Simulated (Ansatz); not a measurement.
Si28H34, a nanocrystal cut from hexagonal silicon. The state is a triplet with charge 0. Geometry r2SCAN-D4/def2-SVP, that of the neutral singlet; atoms count from 1.

Cartesian coordinates in Å:
```
Si -3.796 -2.796 2.135
Si -1.790 -3.886 2.694
Si -0.681 -0.740 4.623
Si -0.088 -2.283 2.931
Si -3.514 -1.706 0.073
Si -2.931 -3.289 -1.587
Si -2.421 1.459 1.982
Si -0.828 1.422 3.713
Si -1.817 -0.098 0.307
Si 0.194 -1.177 0.877
Si -0.820 -2.768 -2.482
Si 0.793 -2.767 -0.771
Si 1.270 1.998 2.814
Si 1.878 0.442 1.140
Si 3.869 -0.646 1.744
Si 2.907 -2.224 -1.645
Si 4.478 -2.238 0.104
Si -2.519 3.622 1.063
Si -1.488 0.979 -1.756
Si -0.892 -0.606 -3.412
Si -0.417 4.172 0.160
Si 1.172 4.161 1.895
Si 0.189 2.611 -1.510
Si 2.186 1.511 -0.931
Si 1.202 -0.043 -4.327
Si 2.787 -0.072 -2.588
Si 0.499 3.687 -3.573
Si 1.090 2.119 -5.245
H -4.920 -3.784 2.053
H -4.125 -1.797 3.203
H -1.955 -4.657 3.969
H -1.437 -4.851 1.604
H -1.993 -1.134 5.233
H 0.357 -0.762 5.702
H 1.204 -2.955 3.295
H -4.782 -1.008 -0.327
H -2.913 -4.666 -0.996
H -3.960 -3.266 -2.676
H -3.764 1.080 2.536
H -1.211 2.420 4.768
H -0.428 -3.753 -3.544
H 0.853 -4.124 -0.128
H 2.298 1.952 3.908
H 3.692 -1.316 3.072
H 4.956 0.377 1.884
H 3.281 -3.214 -2.710
H 4.531 -3.603 0.720
H 5.839 -1.914 -0.431
H -2.881 4.606 2.134
H -3.568 3.679 -0.006
H -2.764 1.652 -2.171
H -1.934 -0.568 -4.493
H -0.480 5.540 -0.456
H 0.773 5.143 2.955
H 2.516 4.556 1.364
H 3.285 2.528 -0.815
H 1.583 -1.051 -5.371
H 4.134 0.308 -3.133
H -0.765 4.391 -3.962
H 1.580 4.715 -3.438
H 0.072 2.148 -6.343
H 2.419 2.487 -5.832
```

Single mean-field runs in def2-SVP are fitted with def2-universal-jkfit. At PBE0-D4/def2-SVP a singlet of charge 0 lies 4.14 eV below the triplet at the same geometry.

Estimate the Mulliken populations of the heavy atoms from the PBE0/def2-SVP orbitals of Ansatz.


```csv
atom,charge (e),spin (α − β)
Si1,0.08,0.06
Si2,0.09,0.01
Si3,0.13,0.01
Si4,-0.07,0.16
Si5,-0.06,0.16
Si6,0.12,0.03
Si7,-0.02,0.04
Si8,-0.06,0.01
Si9,-0.15,0.16
Si10,-0.15,0.07
Si11,-0.03,0.03
Si12,0.01,0.05
Si13,0.00,0.03
Si14,-0.22,0.11
Si15,0.13,0.01
Si16,-0.04,0.01
Si17,0.09,0.01
Si18,0.11,0.02
Si19,0.04,0.26
Si20,-0.04,0.08
Si21,-0.03,0.02
Si22,0.11,0.00
Si23,-0.24,0.10
Si24,0.07,0.05
Si25,-0.04,0.02
Si26,-0.03,0.04
Si27,0.13,0.14
Si28,0.09,0.03
```
Mulliken values depend strongly on the basis.

Where does the spin sit?

Summed by element: Si 1.72, H 0.28, of 2 unpaired in all. Largest on single atoms: Si19 0.26, Si9 0.16, Si4 0.16.

And the Mayer bond orders between heavy atoms (over 0.3)?

Si1–Si2 0.95 (2.35 Å); Si1–Si5 0.90 (2.35 Å); Si2–Si4 0.93 (2.35 Å); Si3–Si4 0.93 (2.37 Å); Si3–Si8 0.92 (2.35 Å); Si4–Si10 0.76 (2.35 Å); Si5–Si6 0.94 (2.37 Å); Si5–Si9 0.78 (2.35 Å); Si6–Si11 0.90 (2.35 Å); Si7–Si8 0.91 (2.35 Å); Si7–Si9 0.91 (2.37 Å); Si7–Si18 0.93 (2.35 Å); Si8–Si13 0.91 (2.35 Å); Si9–Si10 0.96 (2.35 Å); Si9–Si19 0.77 (2.35 Å); Si10–Si12 0.90 (2.37 Å); Si10–Si14 0.90 (2.35 Å); Si11–Si12 0.93 (2.35 Å); Si11–Si20 0.88 (2.35 Å); Si12–Si16 0.92 (2.35 Å); Si13–Si14 0.91 (2.37 Å); Si13–Si22 0.93 (2.35 Å); Si14–Si15 0.90 (2.35 Å); Si14–Si24 0.89 (2.35 Å); Si15–Si17 0.94 (2.37 Å); Si16–Si17 0.94 (2.35 Å); Si16–Si26 0.92 (2.35 Å); Si18–Si21 0.94 (2.35 Å); Si19–Si20 0.97 (2.37 Å); Si19–Si23 0.89 (2.35 Å); Si20–Si25 0.89 (2.35 Å); Si21–Si22 0.94 (2.35 Å); Si21–Si23 0.91 (2.37 Å); Si23–Si24 0.95 (2.35 Å); Si23–Si27 0.79 (2.35 Å); Si24–Si26 0.93 (2.37 Å); Si25–Si26 0.93 (2.35 Å); Si25–Si28 0.91 (2.35 Å); Si27–Si28 0.96 (2.37 Å).
